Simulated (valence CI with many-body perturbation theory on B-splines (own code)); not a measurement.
# Level structure of Tb XXXV

Computed by relativistic CI+MBPT: three valence electrons over a frozen Dirac-Fock core [Ar] 3d10, radial functions for each j: 11 s, 11 p, 10 d, 8 f, 5 g, 2 h, with the one-electron correlation potential Σ1 (screened to all orders), the two-electron term Σ2, the three-electron term Σ3, Breit, model QED; selected single and double excitations, second order for the rest, scaled by the run's own slope (own B-spline code, finite nucleus).

The last digits are not significant, and no measured levels were compared; by estimate large intervals hold to a few tenths of a per cent, small ones and those within an open d or f shell to about a per cent.

Levels 91 to 135 of 184, with energies above the lowest level, (4s^2 4p1/2) J=1/2. "Leading %" is the weight of the configuration and term that name the level; weights of strongly mixed levels are sums over their largest components and can fall short, so below about 35 % the name and the second component can differ from the true leading terms, or belong to a minority configuration. In the jj column 3d3/2^4 stands for four electrons in 3d with j = 3/2. Lifetimes count E1, E2, E3, M1 and M2 decay at the calculated energies, and are blank where another channel may lead or the interval is too uncertain; long ones can be off by a factor of two.

```
No.  Configuration  Term     J  E (× 10³ cm⁻¹)  Leading %  Lifetime      g                Leading jj
 91         4s4p4f    ⁴F   5/2          3555.5         35   2.36 ps  1.166     4s 4p3/2 4f5/2 (52 %)
 92         4s4p4f    ⁴D   3/2          3558.2         78   2.93 ps  1.042     4s 4p3/2 4f5/2 (81 %)
 93         4s4p4f    ⁴G   9/2          3559.6         32   1.95 ps  1.268     4s 4p3/2 4f5/2 (33 %)
 94         4s4p4f    ⁴D   1/2          3559.6         98   3.32 ps  0.005     4s 4p3/2 4f5/2 (98 %)
 95          4s4d²    ²F   5/2          3570.3         25   1.47 ps  1.115     4s 4d3/2 4d5/2 (27 %)
 96          4s4d²    ²F   5/2          3578.0         24   2.28 ps  1.156         4s 4d5/2^2 (41 %)
 97         4s4p4f    ²F   7/2          3601.1         49   2.02 ps  1.180     4s 4p3/2 4f7/2 (74 %)
 98         4s4p4f    ²F   5/2          3620.7         50   1.55 ps  0.973     4s 4p3/2 4f5/2 (54 %)
 99          4s4d²    ²F   7/2          3626.9         46   2.22 ps  1.123         4s 4d5/2^2 (33 %)
100          4s4d²    ²P   1/2          3628.2         49    997 fs  1.210     4s 4d3/2 4d5/2 (51 %)
101         4s4p4f    ²G   9/2          3665.4         81   1.96 ps  1.111     4s 4p3/2 4f7/2 (51 %)
102         4s4p4f    ²D   3/2          3678.9         55   1.77 ps  0.814     4s 4p3/2 4f7/2 (44 %)
103          4s4d²    ²S   1/2          3708.9         55   1.45 ps  1.560         4s 4d5/2^2 (75 %)
104          4s4d²    ²P   3/2          3710.0         48   1.27 ps  1.152         4s 4d5/2^2 (43 %)
105         4s4p4f    ²G   9/2          3728.9         47   1.25 ps  1.137     4s 4p3/2 4f7/2 (54 %)
106         4s4p4f    ²G   7/2          3733.1         33   1.02 ps  1.025     4s 4p3/2 4f5/2 (52 %)
107         4s4p4f    ²D   5/2          3737.9         68   1.51 ps  1.187     4s 4p3/2 4f7/2 (76 %)
108         4s4p4f    ²D   3/2          3749.7         50   1.18 ps  0.909     4s 4p3/2 4f5/2 (43 %)
109         4s4p4f    ²G   7/2          3757.5         19   1.23 ps  1.005     4s 4p3/2 4f7/2 (39 %)
110         4s4p4f    ²F   5/2          3768.7         16    985 fs  1.004      4p3/2^2 4d5/2 (30 %)
111          4p²4f   ⁴G°   5/2          3819.1         32   5.20 ps  0.824      4p1/2^2 4f5/2 (84 %)
112          4p²4f   ²F°   7/2          3852.2         30   5.61 ps  1.134      4p1/2^2 4f7/2 (92 %)
113          4p4d²   ⁴G°   5/2          3948.4         55   2.96 ps  0.726      4p1/2 4d3/2^2 (82 %)
114          4p4d²   ⁴G°   7/2          4025.6         59   6.85 ps  1.011  4p1/2 4d3/2 4d5/2 (89 %)
115          4p4d²   ⁴D°   1/2          4041.8         52   2.04 ps  0.588      4p1/2 4d3/2^2 (93 %)
116          4p4d²   ²D°   5/2          4043.2         26   4.70 ps  1.048  4p1/2 4d3/2 4d5/2 (87 %)
117          4p4d²   ²H°   9/2          4048.5         44   8.42 ps  1.008  4p1/2 4d3/2 4d5/2 (80 %)
118          4p4d²   ⁴F°   3/2          4050.2         36   1.87 ps  0.764  4p1/2 4d3/2 4d5/2 (50 %)
119          4p4d²   ²D°   3/2          4073.7         30   1.65 ps  1.089      4p1/2 4d3/2^2 (52 %)
120          4p4d²   ⁴P°   1/2          4077.4         50   3.29 ps  1.831  4p1/2 4d3/2 4d5/2 (99 %)
121          4p4d²   ²G°   7/2          4130.8         24   3.09 ps  1.084      4p1/2 4d5/2^2 (30 %)
122          4p4d²   ⁴F°   5/2          4137.2         21   1.55 ps  1.084  4p1/2 4d3/2 4d5/2 (75 %)
123          4p4d²   ⁴G°   9/2          4147.7         36   5.83 ps  1.146      4p1/2 4d5/2^2 (66 %)
124          4p4d²   ⁴D°   7/2          4149.8         35   2.09 ps  1.244  4p1/2 4d3/2 4d5/2 (35 %)
125          4p4d²   ⁴D°   3/2          4160.8         40   1.66 ps  1.137  4p1/2 4d3/2 4d5/2 (68 %)
126          4p²4f   ²G°   7/2          4173.9         68   2.42 ps  0.918  4p1/2 4p3/2 4f5/2 (85 %)
127          4p²4f   ⁴G°   5/2          4178.6         28   2.41 ps  1.042  4p1/2 4p3/2 4f5/2 (51 %)
128          4p4d²   ⁴P°   3/2          4192.7         40   2.03 ps  1.501      4p1/2 4d5/2^2 (54 %)
129          4p²4f   ²D°   5/2          4198.2         23   2.19 ps  1.074  4p1/2 4p3/2 4f5/2 (43 %)
130          4p²4f   ⁴G°   9/2          4199.4         42   2.50 ps  1.108  4p1/2 4p3/2 4f5/2 (44 %)
131          4p²4f   ²H°  11/2          4204.2         55   4.85 ps  1.154  4p1/2 4p3/2 4f7/2 (89 %)
132          4p²4f   ⁴F°   3/2          4206.1         68   2.19 ps  0.602  4p1/2 4p3/2 4f5/2 (85 %)
133          4p²4f   ⁴F°   5/2          4206.5         36   2.87 ps  0.989  4p1/2 4p3/2 4f5/2 (45 %)
134          4p²4f   ⁴F°   9/2          4206.6         52   2.78 ps  1.230  4p1/2 4p3/2 4f7/2 (93 %)
135          4p²4f   ⁴G°   7/2          4209.5         24   2.67 ps  1.135  4p1/2 4p3/2 4f7/2 (70 %)
```

Where two levels of one J and parity lie close, their mixing, g and order are uncertain.
